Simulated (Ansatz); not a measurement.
Ansatz (a quantum-chemistry and plane-wave program) input for F5Si, SMILES F[Si-](F)(F)(F)F, charge -1, PBE/def2-SVPD. Geometry optimised at TPSSh-D3(BJ)/def2-SVPD.

Ansatz 0.2 input:
```yaml
crystal:
  periodic: [false, false, false]
  atoms:
    - {symbol: F, position_ang: [-0.00000001, -0.00000000, -1.69525992]}
    - {symbol: Si, position_ang: [0.00000000, -0.00000000, 0.00000000]}
    - {symbol: F, position_ang: [-1.66183371, -0.00000000, 0.00000002]}
    - {symbol: F, position_ang: [0.83091685, -1.43919022, -0.00000001]}
    - {symbol: F, position_ang: [0.83091686, 1.43919022, -0.00000001]}
    - {symbol: F, position_ang: [0.00000001, 0.00000000, 1.69525992]}
basis:
  gaussian:
    orbitals: def2-SVPD
hamiltonian:
  xc: {name: PBE}
total_charge: -1
```

Log of the run:

```
WARN ansatz: RAYON_NUM_THREADS=1 ignored (pool sized by the plan → 1); use --threads N
Functional definition: PBE
integrals: 0.07 GiB planned
1153 factors; their error is unknown
mean field: 0.47 GiB planned
mean field evaluation 1: about -21441.6361 eV, gradient 3.4e1 eV
mean field evaluation 2: about -21437.8916 eV, gradient 6.1e1 eV
mean field evaluation 4: about -21443.4788 eV, gradient 1.4e0 eV
mean field evaluation 8: about -21443.4432 eV, gradient 1.5e-2 eV
mean field -21443.44315072 eV, -788.0320009010 hartree, gradient 1.0e-5 eV, S^2 0.000000; 0 other end points of the search recorded, 0 dependent functions left out
reference -21443.44319498 eV, -788.0320025279 hartree; 30, 30 occupied and 109, 109 virtual orbitals, 1153 factors
Total energy: -21443.44319498 eV, -788.0320025279 hartree
```

Self-consistency was reached.
